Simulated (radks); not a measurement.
Problem. The mean radii <r> (bohr) of the occupied orbitals of an atom or ion are listed with their occupations. All-electron calculation, non-relativistic Kohn-Sham, HCTH/407, spin-polarised, spherical densities, point nucleus. Program: a radial shooting solver on a logarithmic mesh with Libxc functionals.

orbital  occ.     <r>
1s up       1  0.1117
1s down     1  0.1117
2s up       1  0.5660
2s down     1  0.5665
2p up       3  0.5321
2p down     3  0.5326
3s up       1   1.846

Name the element and its charge. Open shells, if any, are filled with parallel spins first.

Solution. Z = 14, silicon, charge +3: Si3+ in [Ne] 3s1. The 1s radius gives Z: for a bare nucleus <r> = 1.5/Z, 0.1071 bohr for Z = 14, and screening makes it slightly larger (0.1117 here). The occupations add up to 11, and the charge is Z minus that.
